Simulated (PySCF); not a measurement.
Compound: C4H5F3O2.
Bonds: C1–C2, C2–O3, O3–C4, C4–O5 (double), C4–C6, C6–F7, C6–F8, C6–F9. Hydrogens: H10, H11, H12 on C1; H13, H14 on C2.

Computed with PySCF at wB97X-D/pcSseg-2, non-relativistic, on one gas-phase PBE0-D3(BJ)/def2-TZVP geometry that isn't relaxed in the solvent. The solvent is an IEF-PCM continuum (van der Waals radii × 1.2). The model holds no explicit solvent molecules, cavitation or dispersion.

Gas phase at wB97X-D/pcSseg-2: HOMO -10.86 eV, LUMO 1.06 eV, dipole 3.25 D.

Q: What does the continuum do to the energy, the frontier levels and the dipole at wB97X-D/pcSseg-2 in chloroform?

A: 
```json
{"solvent": "chloroform", "ε": "4.711", "E(solvent) − E(gas) (kcal/mol)": "-3.33", "polarisation term (kcal/mol)": "-3.62", "distortion of the solute (kcal/mol)": "0.29", "HOMO (eV)": "-10.91", "LUMO (eV)": "1.06", "dipole (D)": "3.71"}
```

Polarisation term: ½ Σ q·V over the induced surface charges. Distortion: the rise of the solute's own energy as its density leaves the gas-phase optimum.

Q: Which radius a makes the point-dipole formula ΔE = −[(ε − 1)/(2ε + 1)]·μ²/a³ give the value in chloroform, with the gas-phase dipole?

A: μ = 1.277 au and |ΔE| = 0.00530 Eh give a = 2.53 Å; the farthest nucleus lies 3.34 Å from the centroid of the nuclei, so such a sphere wouldn't even hold the nuclei. The formula assumes a rigid point dipole at the centre of a sphere.

Conformer computed: `[CH3:1][CH2:2][O:3][C:4](=[O:5])[C:6]([F:7])([F:8])[F:9]`: C1–C2–O3–C4 85°, C2–O3–C4–O5 0°, O3–C4–C6–F7 169°.

Note: wB97X-D ran without an empirical dispersion term, which enters the total energy and its gradient alone.
